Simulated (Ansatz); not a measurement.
# A geometry optimisation of AlBeH2I with B3LYP-D3(BJ)/6-311G**

The starting geometry of this gas-phase singlet was optimised with GFN2-xTB.

```yaml
atoms:
  - { symbol: Al, position_ang: [1.4062, 0.2756, 1.5591] }
  - { symbol: Be, position_ang: [-1.1923, -0.3989, -0.3760] }
  - { symbol: I, position_ang: [1.2275, -0.6658, -0.8674] }
  - { symbol: H, position_ang: [-1.2671, 0.0844, 0.8727] }
  - { symbol: H, position_ang: [-1.9996, -0.7347, -1.3278] }
```

Q: Predict what it relaxes into with B3LYP-D3(BJ)/6-311G**.

A: A new bond forms, giving a structure with I3 bridging Be2 and Al1, H4 bridging Al1 and Be2, given below by its coordinates. Distances that change by over a tenth: Al1–I3 (2.61 → 2.88 Å). Contacts that close: Al1–H4 (2.77 → 1.87 Å).

The energy falls by 0.49 eV over 10 steps:

| step | E − E(last) (eV) |
| --- | --- |
| 1 | 0.492 |
| 2 | 0.277 |
| 3 | 0.219 |
| 4 | 0.068 |
| 5 | 0.040 |
| 6 | 0.003 |
| 7 | 0.000 |
| 8 | 0.000 |
| 9 | 0.000 |
| 10 | 0.000 |

Final geometry (Å):

```xyz
5

Al    0.8376    0.3027    1.5956
Be   -0.9855   -0.4261   -0.4354
I     1.2877   -0.7360   -1.0505
H    -0.8797    0.0864    0.8971
H    -2.0854   -0.6665   -1.1462
```

Frequencies at the end are all real (lowest 180 cm⁻¹). Run with Ansatz 0.2.0, 30 s on 2 threads of Intel(R) Xeon(R) Processor @ 2.70GHz, with other jobs on the host.
